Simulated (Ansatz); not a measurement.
`[SiH3][SiH2][SiH2][SiH2][GeH3]` + `[SiH3][GeH3]` → `[GeH3][SiH2][SiH2][SiH2][GeH3]` + `[SiH3][SiH3]`  (formal exchange of groups at the Si–Si bond)

Program: Ansatz. Geometries: PBE0-D4/def2-TZVP. ΔE: electronic, gas phase. CCSD(T)/CBS is the MP2 limit (def2-TZVPP, def2-QZVPP) plus CCSD(T) − MP2 in def2-TZVPP, frozen cores. DFT in def2-TZVPP. B3LYP here is the variant with VWN-RPA as its local correlation; programs differ in this. For Ge outer-core shells are correlated without core-valence functions, which leaves a few kJ/mol of doubt a bond. Scalar relativity is left out up to krypton. One conformer a species, not always the lowest.

`[SiH3][SiH2][SiH2][SiH2][GeH3]`:

```xyz
17

Si    2.110   -1.592   -0.096
Si   -0.196   -1.944   -0.258
Si   -1.167   -0.201   -1.479
Si   -0.442    1.828   -0.574
Ge   -0.773    1.820    1.783
H     2.775   -2.691    0.654
H     2.706   -1.511   -1.457
H     2.368   -0.308    0.609
H    -0.786   -1.957    1.111
H    -0.472   -3.261   -0.897
H    -0.763   -0.306   -2.910
H    -2.653   -0.279   -1.403
H    -1.170    2.978   -1.179
H     1.011    1.996   -0.856
H    -2.254    1.565    2.113
H    -0.357    3.161    2.411
H     0.062    0.701    2.428
```

`[SiH3][GeH3]`:

```xyz
8

Si    0.108   -0.323    1.151
Ge   -0.106    0.317   -1.129
H    -1.231   -0.374    1.795
H     0.955    0.658    1.880
H     0.738   -1.666    1.247
H    -0.974   -0.695   -1.896
H     1.274    0.381   -1.805
H    -0.765    1.702   -1.243
```

`[GeH3][SiH2][SiH2][SiH2][GeH3]`:

Z-matrix (Å, degrees):
```
Ge
Si 1 2.380
H 1 1.538 2 110.0
H 1 1.538 2 111.3 3 120.2
H 1 1.538 2 110.3 3 -119.3
Si 2 2.338 1 109.7 3 61.9
H 2 1.490 1 108.8 3 -57.3
H 2 1.489 1 109.7 3 -175.7
Si 6 2.337 2 108.2 1 -50.0
H 6 1.490 2 110.5 1 -170.1
H 6 1.490 2 109.6 1 70.4
Ge 9 2.380 6 109.7 2 -50.5
H 9 1.489 6 111.3 2 -172.1
H 9 1.490 6 109.0 2 68.6
H 12 1.538 9 110.3 6 -58.0
H 12 1.538 9 111.3 6 -178.5
H 12 1.538 9 110.0 6 61.3
```

`[SiH3][SiH3]`:

Z-matrix (Å, degrees):
```
Si
Si 1 2.338
H 1 1.488 2 110.3
H 1 1.488 2 110.3 3 120.0
H 1 1.488 2 110.3 3 -120.0
H 2 1.488 1 110.3 3 59.9
H 2 1.488 1 110.3 3 179.9
H 2 1.488 1 110.3 3 -60.1
```

Q: Is it downhill or uphill in electronic energy at CCSD(T)/CBS, and by how much? (Estimate.)

A: Ansatz gave: Nearly level: ΔE = -0.9 kJ/mol.

Q: What do these levels give: B3LYP-D4, ωB97M-V, PBE, r2SCANh, CCSD/def2-TZVPP, CCSD/CBS(def2)? (Estimate.)

A: The calculation gave: B3LYP-D4 -0.3, ωB97M-V -0.2, PBE 0.2, r2SCANh 0.0, CCSD/def2-TZVPP -1.2, CCSD/CBS(def2) -0.8 kJ/mol.

Largest T1 diagnostic among the species: 0.013.

Leaving LDA and LC-ωPBE aside and taking each functional with its dispersion term where it has one, the values, not all of them listed here, spread over 0.8 kJ/mol, from BHLYP-D4 to B97M-V.
